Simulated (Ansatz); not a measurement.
Geometry optimisation, RKS LDA/def2-SVP in Ansatz 0.2.0.

Input:

```yaml
crystal:
  periodic: [false, false, false]
  atoms:
    - { symbol: Ga, position_ang: [-1.511943, -1.533947, 0.206021] }
    - { symbol: S, position_ang: [0.482204, -2.370811, 0.840043] }
    - { symbol: H, position_ang: [-1.687924, -1.551376, -1.349151] }
    - { symbol: H, position_ang: [-2.503759, -1.142027, 1.347336] }
    - { symbol: H, position_ang: [0.886364, 0.237803, 0.518125] }
    - { symbol: O, position_ang: [0.342583, 1.031934, 0.345379] }
    - { symbol: C, position_ang: [0.841175, 1.705825, -0.773577] }
    - { symbol: H, position_ang: [0.239912, -2.155992, 2.167076] }
    - { symbol: H, position_ang: [0.136021, 2.526388, -1.028485] }
    - { symbol: H, position_ang: [1.836084, 2.186852, -0.584256] }
    - { symbol: H, position_ang: [0.939284, 1.065252, -1.688511] }
basis:
  gaussian: { orbitals: def2-SVP }
hamiltonian:
  xc: lda
relax:
  f_tol: 0.03
  max_steps: 50
```

Run as:

```bash
$ ansatz run input.yaml --threads 2 --pin off --max-ram 3072MiB --backend cpu --events-out ev --progress --plain --runs-dir out
```

Problem. Where does it end, and by what steps?

Solution. The run converged. After 10 steps the energy has fallen by 0.728 eV; H3 moved furthest, 0.76 Å. Joined: Ga1–O6.

```json
{"step": "0", "energy less start (eV)": "0.0000", "largest force component (eV/Å)": "0.679", "accepted": "yes"}
{"step": "1", "energy less start (eV)": "-0.2175", "largest force component (eV/Å)": "0.388", "accepted": "yes"}
{"step": "2", "energy less start (eV)": "-0.4120", "largest force component (eV/Å)": "0.558", "accepted": "yes"}
{"step": "3", "energy less start (eV)": "-0.5986", "largest force component (eV/Å)": "0.564", "accepted": "yes"}
{"step": "4", "energy less start (eV)": "-0.6669", "largest force component (eV/Å)": "0.638", "accepted": "yes"}
{"step": "5", "energy less start (eV)": "-0.7079", "largest force component (eV/Å)": "0.256", "accepted": "yes"}
{"step": "6", "energy less start (eV)": "-0.7154", "largest force component (eV/Å)": "0.141", "accepted": "yes"}
{"step": "7", "energy less start (eV)": "-0.7246", "largest force component (eV/Å)": "0.116", "accepted": "yes"}
{"step": "8", "energy less start (eV)": "-0.7259", "largest force component (eV/Å)": "0.066", "accepted": "yes"}
{"step": "9", "energy less start (eV)": "-0.7273", "largest force component (eV/Å)": "0.085", "accepted": "yes"}
{"step": "10", "energy less start (eV)": "-0.7282", "largest force component (eV/Å)": "0.027", "accepted": "yes"}
```

```xyz
11
Properties=species:S:1:pos:R:3
Ga -1.137 -0.916 0.133
S 0.601 -2.227 0.794
H -1.282 -0.912 -1.428
H -2.243 -0.662 1.205
H 0.899 -0.041 0.641
O 0.204 0.648 0.385
C 0.599 1.409 -0.737
H 0.292 -2.182 2.124
H -0.246 2.073 -1.012
H 1.476 2.044 -0.488
H 0.838 0.766 -1.616
```

The run took 15 s on 2 threads of Intel(R) Xeon(R) CPU @ 2.60GHz (Ice Lake), on a shared host, peak memory 0.18 GiB.
